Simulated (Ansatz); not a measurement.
Basis-set extrapolation for `COB(S)OC` (PBE0-D4/def2-TZVP geometry, frozen core, Ansatz 0.2.0). Multiplicity 1, RHF reference.

```
                      def2-TZVPP   def2-QZVPP
                 HF  -651.984000  -652.007407
    MP2 correlation    -1.093133    -1.175661
CCSD(T) correlation    -1.186918      not run
```

Energies in hartree. Use E(X) = E(∞) + A·exp(−7.88·√X) for Hartree–Fock and E(X) = E(∞) + B·X^(−2.97) for correlation, with X = 3 and 4, and add CCSD(T) minus MP2 of the smaller set to the MP2 limit.

Problem. What is the CCSD(T) energy at the basis-set limit?

Solution. HF limit: -652.007407 + (-0.023407) × 0.13774 = -652.01063. MP2 limit: -1.175661 + (-0.082528) × 0.74074 = -1.23679. Higher-order term: -1.186918 − (-1.093133) = -0.09379. Total: -653.34121 hartree, 106.9 kcal/mol below CCSD(T)/def2-TZVPP.
